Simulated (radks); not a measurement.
The numbers below are computed, except where a source is named.
Task: Radial electron density D(r) = 4 pi r^2 rho(r) of an atom or ion with 13 electrons. Level of theory: scalar-relativistic Kohn-Sham, Slater X-alpha with alpha = 0.836, spin-polarised, spherical densities, finite nucleus; Fermi nuclear charge, rms radius of each element as measured or else 0.836 A^(1/3) + 0.57 fm (a radial shooting solver on a logarithmic mesh with Libxc functionals).

```
   r/bohr * D(r) (the largest magnitude, 17.2, reaches the edge; | marks zero)
 0.003761 |*
 0.004781 | *
 0.006078 |  *
 0.007726 |   *
 0.009822 |      *
  0.01249 |         *
  0.01587 |             *
  0.02018 |                   *
  0.02586 |                           *
  0.03287 |                                   *
  0.04179 |                                            *
  0.05312 |                                                   *
  0.06753 |                                                      *
  0.08585 |                                                    *
   0.1091 |                                             *
   0.1387 |                                      *
   0.1764 |                                  *
   0.2242 |                                      *
    0.285 |                                              *
   0.3624 |                                                   *
   0.4606 |                                              *
   0.5856 |                                *
   0.7444 |                 *
   0.9464 |        *
    1.213 |      *
    1.542 |      *
     1.96 |    *
    2.491 |  *
    3.167 |*
    4.026 *
    5.119 *
    6.507 *
```

What is the nuclear charge?

Result: Z = 15. The innermost maximum, from 1s, lies near gamma/Z bohr with gamma = sqrt(1 - (Z/c)^2) = 0.994, here 0.0663 bohr (found: 0.0697), and its height grows with Z. The density is that of the phosphorus ion P2+ in [Ne] 3s2 3p1; the configuration itself is not fixed sharply by these data, and Z only to about a unit. D(r) has 3 maxima, at r = 0.0697, 0.365, 1.39 bohr, and minima at 0.176, 1.23 bohr, inside which lie 2.18, 10.51 electrons.
